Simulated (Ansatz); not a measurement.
Fe(OH2)6 (FeH₁₂O₆), SMILES [OH2]->[Fe+3](<-[OH2])(<-[OH2])(<-[OH2])(<-[OH2])<-[OH2] (connectivity only; charge and spin as stated), charge +3, multiplicity 6. Atoms are numbered in the order given.

```xyz
19

Fe     0.0027     0.0045    -0.0020
O     -0.6817     1.6998    -0.9153
H     -1.4967     1.7910    -1.4541
H     -0.2612     2.5863    -0.9038
O      1.6116     1.0405     0.7155
H      1.6695     1.5226     1.5681
H      2.4817     1.1560     0.2767
O      1.0605    -0.4738    -1.6840
H      1.6282    -1.2626    -1.8188
H      1.1028     0.0393    -2.5193
O     -1.0552     0.4828     1.6799
H     -1.6233     1.2715     1.8143
H     -1.0975    -0.0300     2.5154
O     -1.6063    -1.0318    -0.7190
H     -1.6643    -1.5145    -1.5713
H     -2.4763    -1.1469    -0.2800
O      0.6877    -1.6911     0.9105
H      0.2679    -2.5778     0.8979
H      1.5030    -1.7823     1.4488
```
Charge +3, spin multiplicity 6.

Geometry optimised at r2SCAN-D4/def2-SVP. The multiplicity is an assumed one; no other spin state was optimised. The isomer is the one that the SMILES or the coordinates give; other isomers of the formula were not compared.

Two levels are set side by side: PBE-D3(BJ)/def2-SVP (Ansatz, a quantum-chemistry and plane-wave program) and r2SCAN-D4/def2-SVP (Ansatz). Each level has its own optimised geometry; the coordinates shown are those of the second. Differences are taken from unrounded values.

| quantity | r2SCAN-D4 |
|---|---|
| mean bond length (Å) | 1.335 |
| bond Fe1–O2 (Å) | 2.044 |
| bond Fe1–O5 (Å) | 2.044 |
| bond Fe1–O8 (Å) | 2.044 |
| bond Fe1–O11 (Å) | 2.044 |
| bond Fe1–O14 (Å) | 2.044 |
| bond Fe1–O17 (Å) | 2.044 |
| bond O2–H3 (Å) | 0.981 |
| bond O2–H4 (Å) | 0.981 |
| bond O5–H6 (Å) | 0.981 |
| bond O5–H7 (Å) | 0.981 |
| bond O8–H9 (Å) | 0.981 |
| bond O8–H10 (Å) | 0.981 |
| bond O11–H12 (Å) | 0.981 |
| bond O11–H13 (Å) | 0.981 |
| bond O14–H15 (Å) | 0.981 |
| bond O14–H16 (Å) | 0.981 |

Question: What does PBE-D3(BJ) give, and how far is it from r2SCAN-D4? (Estimate from the structure and the level; the computed values follow.)

Answer: 
```
quantity              PBE-D3(BJ)  PBE-D3(BJ) minus r2SCAN-D4
--------------------  ----------  --------------------------
mean bond length (Å)       1.348                       0.012
bond Fe1–O2 (Å)            2.066                       0.023
bond Fe1–O5 (Å)            2.066                       0.023
bond Fe1–O8 (Å)            2.066                       0.023
bond Fe1–O11 (Å)           2.066                       0.023
bond Fe1–O14 (Å)           2.066                       0.023
bond Fe1–O17 (Å)           2.066                       0.023
bond O2–H3 (Å)             0.988                       0.007
bond O2–H4 (Å)             0.988                       0.007
bond O5–H6 (Å)             0.988                       0.007
bond O5–H7 (Å)             0.988                       0.007
bond O8–H9 (Å)             0.988                       0.007
bond O8–H10 (Å)            0.988                       0.007
bond O11–H12 (Å)           0.988                       0.007
bond O11–H13 (Å)           0.988                       0.007
bond O14–H15 (Å)           0.988                       0.007
bond O14–H16 (Å)           0.988                       0.007
```

On these quantities the two levels nearly agree.
